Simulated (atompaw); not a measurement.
Pseudopotential generation for Br: PAW (atompaw), PBE, scalar-relativistic.

Br, PAW, made with atompaw 4.2.0.5 (PBE, scalar-relativistic). Core [Ar] 3d10, reference 4s2 4p4.75 (charge +0.25). Waves: 4s (bound): rc 1.75 bohr; 4s channel at 2.1 Ry: rc 1.25 bohr; 4p (bound): rc 1.75 bohr; 4p channel at 0.05 Ry: rc 1.75 bohr; 4d channel at 0.1 Ry: rc 1.35 bohr. Local part: troulliermartins scheme with l = 3 at 1 Ry, radius 1.50 bohr. Core correction: smooth core density matched at 1.25 bohr. Augmentation charge: gaussian compensation charge, radius 1.65 bohr; PAW radius 1.75 bohr; waves and projectors: custom rrkj vanderbiltortho.

All-electron outer shells of the reference configuration (PBE, scalar-relativistic, ld1.x):

```json
{"shell": "3d", "level (eV)": "-69.34", "outermost node (bohr)": "–", "outermost maximum (bohr)": "0.43"}
{"shell": "4s", "level (eV)": "-22.57", "outermost node (bohr)": "0.67", "outermost maximum (bohr)": "1.41"}
{"shell": "4p", "level (eV)": "-10.14", "outermost node (bohr)": "0.70", "outermost maximum (bohr)": "1.66"}
```

Calculated quality:

* Cutoffs needed: 15 Ry and 25 Ry (the cutoffs (Ry, on a coarse ladder) from which the occupation-weighted sum of valence levels, in a spherical-Bessel basis at the reference potential, stays within 10 and 1 mRy of its value at 400 Ry)
* Ghost test: no extra level below or beside the all-electron valence levels (s, p, d, f tested) (spherical-Bessel basis up to 400 Ry, 20 bohr box)
* Lowest eigenvalue of the overlap operator: 0.27 (s channel)
* Overlap eigenvalues printed by atompaw (projector basis): 0.028, 0.503, 124, 719, 3.18e+04
* Share of each valence orbital outside the PAW sphere: 4s 38 %, 4p 59 %

Generation and tests took about 2.4 s on one core of a shared server CPU.
